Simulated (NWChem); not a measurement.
## Correlation energy of HClSi

```xyz
3

Si    -0.7507    -0.8137     0.0000
H      0.3276    -1.9106     0.0000
Cl     0.5989     0.7825     0.0000
```
Charge 0, spin multiplicity 1.

Everything below was run with NWChem. All single points use one geometry, from PBE0/def2-SVP, a minimum by its harmonic frequencies.

Basis set: 6-311G**. Each correlation energy counts from its own Hartree-Fock reference.

The correlated methods keep 10 core orbitals frozen. The Pople sets run with spherical d functions. The structure started from a generated list of species. No row is a measurement; the coupled-cluster row has its own basis-set and correlation limits.

For the correlation energy, MP2 gives -215.0 mHa and SCS-MP2 gives -216.5 mHa. What do CR-CCSD[T], CR-CCSD(T), CCSD give?

CR-CCSD[T]: -251.4 mHa; CR-CCSD(T): -251.1 mHa; CCSD: -245.5 mHa.
